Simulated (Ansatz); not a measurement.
C₂H₈GeO₃ (`C[O][Ge]([CH3])([OH])[OH]`), relaxed with RKS PBE0-D4/def2-TZVP in Ansatz 0.2.0 from a GFN2-xTB geometry. The force threshold is 0.005 eV/Å; the program also tests the step.

The species carries charge 0 and has multiplicity 1.

Start:

```xyz
14

C     1.865   -0.840    0.724
O     1.308    0.018   -0.246
Ge   -0.370    0.618   -0.267
C    -1.764   -0.779   -0.377
O    -0.316    1.737   -1.599
O    -0.689    1.561    1.164
H     1.550   -1.874    0.560
H     2.950   -0.777    0.618
H     1.588   -0.543    1.737
H    -2.692   -0.329   -0.711
H    -1.475   -1.559   -1.074
H    -1.920   -1.215    0.604
H     0.330    1.524   -2.270
H    -0.364    2.460    1.138
```

(1) How much energy does the relaxation release, and in how many steps? (An estimate is asked.)

(2) Which bonds change most? (An estimate is asked.)

(3) Give the relaxed structure. (Estimate.)

Results:

(1) Ansatz gave: 8.62 kJ/mol, in 12 steps.

(2) The calculation gave: Ge3–C4 from 1.977 to 1.924 Å; Ge3–O6 from 1.743 to 1.770 Å; Ge3–O5 from 1.740 to 1.766 Å; O2–Ge3 from 1.783 to 1.775 Å.

(3) The calculation gave: 
```xyz
14

C     1.787   -0.782    0.731
O     1.295   -0.003   -0.335
Ge   -0.383    0.577   -0.318
C    -1.714   -0.810   -0.388
O    -0.409    1.653   -1.718
O    -0.684    1.506    1.158
H     1.311   -1.771    0.770
H     2.858   -0.930    0.576
H     1.643   -0.292    1.700
H    -2.694   -0.359   -0.546
H    -1.496   -1.495   -1.207
H    -1.727   -1.360    0.554
H     0.463    1.702   -2.119
H    -0.250    2.363    1.143
```
